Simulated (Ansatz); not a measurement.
One change: `C[SiH](O)[GaH2]` becomes `C[SiH](O)I`.

Ansatz, PBE0-D4/def2-TZVP geometries, multiplicity 1. Each molecule was computed in one conformer, which needn't be the lowest.

Elements past krypton have def2 core potentials. Scalar relativity is left out up to krypton. Spin–orbit coupling is left out; it splits and shifts lone-pair levels of the heavy atoms by tenths of an eV.

| property | `C[SiH](O)[GaH2]` |
| --- | --- |
| HOMO energy (ωB97M-V/def2-TZVPP) / eV | -9.19 |
| HOMO energy (PBE/def2-TZVPP) / eV | -6.07 |
| HOMO–LUMO gap (PBE/def2-TZVPP) / eV | 3.28 |
| size of the dipole moment (PBE/def2-TZVPP) / D | 1.87 |
| LUMO energy (PBE0/def2-TZVPP) / eV | -1.98 |
| LUMO energy (PBE/def2-TZVPP) / eV | -2.80 |

Problem. What does the change do to each property? (An estimate is asked.)

Solution. The calculation gave: 
```json
{"property": "HOMO energy (ωB97M-V/def2-TZVPP) / eV", "`C[SiH](O)I`": "-9.67", "shift": "-0.48"}
{"property": "HOMO energy (PBE/def2-TZVPP) / eV", "`C[SiH](O)I`": "-6.39", "shift": "-0.32"}
{"property": "HOMO–LUMO gap (PBE/def2-TZVPP) / eV", "`C[SiH](O)I`": "5.55", "shift": "2.27"}
{"property": "size of the dipole moment (PBE/def2-TZVPP) / D", "`C[SiH](O)I`": "1.92", "shift": "0.05"}
{"property": "LUMO energy (PBE0/def2-TZVPP) / eV", "`C[SiH](O)I`": "0.03", "shift": "2.01"}
{"property": "LUMO energy (PBE/def2-TZVPP) / eV", "`C[SiH](O)I`": "-0.84", "shift": "1.96"}
```

With PBE0 the HOMO falls by 0.38 eV and the LUMO rises by 2.01 eV, so the gap widens by about 2.39 eV. PBE moves the HOMO by -0.32 eV and ωB97M-V by -0.48 eV. Dipoles are sizes alone; their direction can turn.
